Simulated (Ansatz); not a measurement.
Gas-phase electronic energies from Ansatz, PBE0-D4/def2-TZVP geometries. CBS: MP2 limit from def2 TZ/QZ plus the TZ coupled-cluster correction, frozen cores. This one scheme is used for every species. Functionals use def2-TZVPP. B3LYP here is the variant with VWN-RPA as its local correlation; programs differ in this. def2 core potentials past Kr. For Te outer-core shells are correlated without core-valence functions, which leaves a few kJ/mol of doubt a bond. Each species was taken in one conformer, which may not be the lowest.

`N[SiH2]C(F)[TeH]` + `B1CS1` → `[TeH]B1CS1` + `N[SiH2]CF`  (formal exchange of groups at a Te–C bond)

`N[SiH2]C(F)[TeH]`:

Cartesian coordinates in Å:
```
N 0.883 1.556 -0.303
Si -0.224 0.353 -0.794
C -0.894 -0.666 0.664
F -1.905 -1.522 0.263
Te 0.710 -1.723 1.631
H 1.727 1.329 0.196
H 0.584 2.502 -0.140
H -1.362 1.049 -1.450
H 0.399 -0.629 -1.718
H -1.285 -0.021 1.459
H 1.366 -2.227 0.192
```

`B1CS1`:

Z-matrix (Å, degrees):
```
C
S 1 1.862
B 1 1.531 2 60.7
H 1 1.086 2 114.2 3 113.5
H 1 1.086 2 114.2 3 -113.5
H 3 1.182 1 148.6 2 -180.0
```

`[TeH]B1CS1`:

```xyz
7

Te    1.428    1.758   -0.840
B     0.256    0.039   -0.549
C    -0.642   -0.799    0.366
S    -0.292   -1.415   -1.351
H     1.142    2.345    0.684
H    -0.215   -1.411    1.155
H    -1.677   -0.518    0.536
```

`N[SiH2]CF`:

```xyz
10

N     0.854    1.372    0.024
Si    0.479   -0.217   -0.507
C    -0.939   -0.856    0.568
F    -2.036    0.000    0.433
H     1.717    1.807   -0.259
H     0.111    2.052    0.077
H     0.051   -0.343   -1.931
H     1.679   -1.073   -0.307
H    -1.257   -1.863    0.276
H    -0.661   -0.879    1.626
```

```json
{"level": "PBE-D4", "ΔE (kJ/mol)": "-81.5", "difference from CCSD(T)/CBS": "0.1"}
{"level": "ωB97X-V", "ΔE (kJ/mol)": "-83.1", "difference from CCSD(T)/CBS": "-1.5"}
{"level": "B2PLYP", "ΔE (kJ/mol)": "-86.6", "difference from CCSD(T)/CBS": "-5.0"}
{"level": "PBE", "ΔE (kJ/mol)": "-84.5", "difference from CCSD(T)/CBS": "-2.9"}
{"level": "r2SCAN", "ΔE (kJ/mol)": "-85.0", "difference from CCSD(T)/CBS": "-3.4"}
{"level": "PBE0", "ΔE (kJ/mol)": "-89.5", "difference from CCSD(T)/CBS": "-7.9"}
{"level": "B3LYP", "ΔE (kJ/mol)": "-85.7", "difference from CCSD(T)/CBS": "-4.1"}
{"level": "MP2/def2-TZVPP", "ΔE (kJ/mol)": "-90.4", "difference from CCSD(T)/CBS": "-8.8"}
{"level": "SCS-MP2/def2-TZVPP", "ΔE (kJ/mol)": "-88.9", "difference from CCSD(T)/CBS": "-7.3"}
{"level": "CCSD(T)/def2-TZVPP", "ΔE (kJ/mol)": "-86.3", "difference from CCSD(T)/CBS": "-4.7"}
{"level": "HF/def2-QZVPP", "ΔE (kJ/mol)": "-93.1", "difference from CCSD(T)/CBS": "-11.5"}
{"level": "MP2/def2-QZVPP", "ΔE (kJ/mol)": "-87.3", "difference from CCSD(T)/CBS": "-5.7"}
{"level": "SCS-MP2/def2-QZVPP", "ΔE (kJ/mol)": "-86.2", "difference from CCSD(T)/CBS": "-4.6"}
{"level": "HF/CBS(def2)", "ΔE (kJ/mol)": "-92.9", "difference from CCSD(T)/CBS": "-11.3"}
{"level": "MP2/CBS(def2)", "ΔE (kJ/mol)": "-85.7", "difference from CCSD(T)/CBS": "-4.1"}
{"level": "CCSD/CBS(def2)", "ΔE (kJ/mol)": "-83.5", "difference from CCSD(T)/CBS": "-1.9"}
{"level": "CCSD(T)/CBS", "ΔE (kJ/mol)": "-81.6", "difference from CCSD(T)/CBS": "0"}
```

Largest T1 diagnostic among the species: 0.016.

The D4 term adds +4.8 kJ/mol with B3LYP and +2.5 kJ/mol with PBE0; it sums over pairs of atoms, weighted by their polarisabilities, and B3LYP, whose exchange is more repulsive, gets the larger term. In def2-TZVPP, CCSD(T) changes the Hartree–Fock value by +8.2 kJ/mol (the triples alone add +1.9 kJ/mol) and MP2 by +4.0 kJ/mol.
